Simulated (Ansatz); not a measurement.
`C[SiH2]OC(C)=O` + `COB[SiH3]` → `C[SiH2]OB[SiH3]` + `COC(C)=O`  (formal exchange of groups at the Si–O bond)

Calculated with Ansatz (gas phase, PBE0-D4/def2-TZVP geometries, no zero-point term in ΔE). CCSD(T)/CBS adds triple-zeta CCSD(T) − MP2 to the extrapolated MP2 energy (def2 sets, frozen cores). Functionals use def2-TZVPP. B3LYP here is the variant with VWN-RPA as its local correlation; programs differ in this. One conformer a species, not always the lowest.

`C[SiH2]OC(C)=O`:

Cartesian coordinates in Å:
```
C 0.128 0.400 -2.544
Si 0.773 0.738 -0.837
O -0.215 -0.199 0.175
C 0.016 -0.159 1.494
C -0.921 -1.026 2.272
O 0.894 0.515 1.968
H -0.919 0.697 -2.633
H 0.704 0.962 -3.283
H 0.206 -0.661 -2.790
H 0.630 2.168 -0.478
H 2.181 0.298 -0.694
H -1.950 -0.713 2.086
H -0.694 -0.960 3.333
H -0.833 -2.060 1.931
```

`COB[SiH3]`:

```xyz
11

C     1.812   -1.083    0.290
O     0.508   -0.565    0.484
B    -0.069    0.279   -0.383
Si   -1.938    0.958   -0.001
H     1.754   -2.172    0.253
H     2.433   -0.792    1.139
H     2.251   -0.705   -0.637
H     0.546    0.612   -1.369
H    -1.926    2.447    0.102
H    -2.847    0.612   -1.132
H    -2.524    0.410    1.253
```

`C[SiH2]OB[SiH3]`:

```xyz
14

C    -2.445    0.292   -0.277
Si   -1.064    1.401    0.282
O     0.416    0.634    0.261
B     0.826   -0.604   -0.064
Si    2.789   -1.113    0.067
H    -2.543   -0.583    0.369
H    -2.292   -0.054   -1.301
H    -3.388    0.845   -0.243
H    -1.275    1.857    1.678
H    -0.932    2.581   -0.608
H     0.012   -1.418   -0.437
H     3.665   -0.007    0.543
H     2.949   -2.270    0.996
H     3.284   -1.562   -1.267
```

`COC(C)=O`:

Cartesian coordinates in Å:
```
C 0.359 -0.128 -1.806
O -0.204 0.400 -0.609
C 0.115 -0.262 0.513
C -0.523 0.371 1.710
O 0.823 -1.232 0.527
H 1.449 -0.114 -1.757
H 0.029 -1.155 -1.966
H 0.006 0.515 -2.609
H -0.193 1.407 1.803
H -0.254 -0.187 2.603
H -1.608 0.386 1.590
```

```
             level  ΔE (kJ/mol)  difference from CCSD(T)/CBS
            PBE-D4         -2.9                          2.4
           PBE0-D4         -4.6                          0.7
          B3LYP-D4         -5.7                         -0.4
           ωB97X-V         -5.1                          0.2
            B2PLYP         -5.0                          0.3
               PBE         -2.3                          3.0
            r2SCAN         -5.4                         -0.1
              PBE0         -4.0                          1.3
     HF/def2-TZVPP         -9.4                         -4.1
SCS-MP2/def2-TZVPP         -5.5                         -0.2
   CCSD/def2-TZVPP         -5.4                         -0.1
     HF/def2-QZVPP         -9.7                         -4.4
    MP2/def2-QZVPP         -5.8                         -0.5
SCS-MP2/def2-QZVPP         -6.0                         -0.7
     MP2/CBS(def2)         -6.0                         -0.7
    CCSD/CBS(def2)         -6.0                         -0.7
       CCSD(T)/CBS         -5.3                            0
```

Largest T1 diagnostic among the species: 0.014.

In def2-TZVPP, CCSD(T) changes the Hartree–Fock value by +4.7 kJ/mol (the triples alone add +0.7 kJ/mol) and MP2 by +4.0 kJ/mol.
